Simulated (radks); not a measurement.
Q: The mean radii <r> (bohr) of the occupied orbitals of an atom or ion are listed with their occupations. All-electron calculation, Dirac Kohn-Sham, BLYP, spin-unpolarised, spherical densities, finite nucleus; Fermi nuclear charge, rms radius of each element as measured or else 0.836 A^(1/3) + 0.57 fm. Program: a radial shooting solver on a logarithmic mesh with Libxc functionals.

| orbital | occ. | <r> |
|---|---|---|
| 1s1/2 | 2 | 0.01867 |
| 2s1/2 | 2 | 0.07834 |
| 2p1/2 | 2 | 0.06487 |
| 2p3/2 | 4 | 0.07271 |
| 3s1/2 | 2 | 0.2043 |
| 3p1/2 | 2 | 0.1942 |
| 3p3/2 | 4 | 0.2088 |
| 3d3/2 | 4 | 0.1829 |
| 3d5/2 | 6 | 0.1874 |
| 4s1/2 | 2 | 0.4587 |
| 4p1/2 | 2 | 0.4644 |
| 4p3/2 | 4 | 0.4976 |
| 4d3/2 | 4 | 0.5165 |
| 4d5/2 | 6 | 0.5280 |
| 5s1/2 | 2 | 1.097 |
| 5p1/2 | 2 | 1.210 |
| 5p3/2 | 4 | 1.310 |
| 4f5/2 | 6 | 0.6321 |
| 4f7/2 | 8 | 0.6426 |
| 5d3/2 | 0.8 | 1.828 |
| 5d5/2 | 1.2 | 1.875 |

Name the element and its charge. Open shells, if any, are shared by 2j + 1.

A: Z = 73, tantalum, charge +3: Ta3+ in [Xe] 4f14 5d2. The 1s radius gives Z: for a bare nucleus <r> = (2 gamma + 1)/(2Z) with gamma = sqrt(1 - (Z/c)^2), 0.01844 bohr for Z = 73, and screening makes it slightly larger (0.01867 here). The occupations add up to 70, and the charge is Z minus that.
